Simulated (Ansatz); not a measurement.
Ansatz (a first-principles code) input (r2SCAN/def2-TZVPD):

Ansatz 0.2 input:
```yaml
crystal:
  periodic: [false, false, false]
  atoms:
    - {symbol: C, position_ang: [2.50068090, 0.36772671, 0.19387366]}
    - {symbol: C, position_ang: [1.32610178, -0.17948901, -0.61450115]}
    - {symbol: C, position_ang: [-0.05302169, 0.36981872, -0.18120459]}
    - {symbol: Si, position_ang: [-1.41055584, -0.21309440, -1.34942934]}
    - {symbol: Si, position_ang: [-0.49156790, -0.03742591, 1.60718993]}
    - {symbol: H, position_ang: [3.44944369, -0.00598379, -0.19553057]}
    - {symbol: H, position_ang: [2.43888409, 0.07922452, 1.24494633]}
    - {symbol: H, position_ang: [2.52702305, 1.45905124, 0.15323879]}
    - {symbol: H, position_ang: [1.31658747, -1.27162763, -0.54313935]}
    - {symbol: H, position_ang: [1.48868891, 0.05043934, -1.67203583]}
    - {symbol: H, position_ang: [-0.04154989, 1.46496264, -0.25840346]}
    - {symbol: H, position_ang: [-1.64038592, -1.66983148, -1.18289255]}
    - {symbol: H, position_ang: [-1.00980184, 0.03469049, -2.75725228]}
    - {symbol: H, position_ang: [-2.68174856, 0.49950951, -1.08015449]}
    - {symbol: H, position_ang: [-1.93012800, 0.22624431, 1.85444359]}
    - {symbol: H, position_ang: [0.29150188, 0.76600924, 2.57659065]}
    - {symbol: H, position_ang: [-0.22134825, -1.47374237, 1.86253355]}
basis:
  gaussian:
    orbitals: def2-TZVPD
hamiltonian:
  xc: {name: r2SCAN}
magnetization: {spin_polarized: true, initial_magnetization: 2}
```

Output:

```
Functional definition: r2SCAN
integrals: 0.33 GiB planned
1684 factors; their error is unknown
0.52 GiB of the device are held for the grids
2.11 GiB of device memory are held for the factors and their scratch space
mean field: 2.45 GiB planned
mean field evaluation 1: about -19037.5175 eV, gradient 5.4e1 eV
mean field evaluation 2: about -18982.0237 eV, gradient 1.1e2 eV
mean field evaluation 4: about -19050.6756 eV, gradient 1.8e1 eV
mean field evaluation 8: about -19053.4332 eV, gradient 6.3e-1 eV
mean field evaluation 16: about -19053.3861 eV, gradient 1.0e-2 eV
mean field evaluation 32: about -19052.7826 eV, gradient 4.3e0 eV
mean field evaluation 64: about -19053.3749 eV, gradient 1.0e0 eV
mean field evaluation 96: about -19051.9557 eV, gradient 2.3e0 eV
mean field -19053.38612382 eV, -700.1990252013 hartree, gradient 2.8e-5 eV, S^2 2.008611; 10 other end points of the search recorded, 0 dependent functions left out
reference -19053.38615402 eV, -700.1990263112 hartree; 30, 28 occupied and 275, 277 virtual orbitals, 1684 factors
Total energy: -19053.38615402 eV, -700.1990263112 hartree
```

This state (charge 0, triplet) is run at the relaxed geometry of the species with charge 0 and multiplicity 1, and is a spin state other than that species' own.
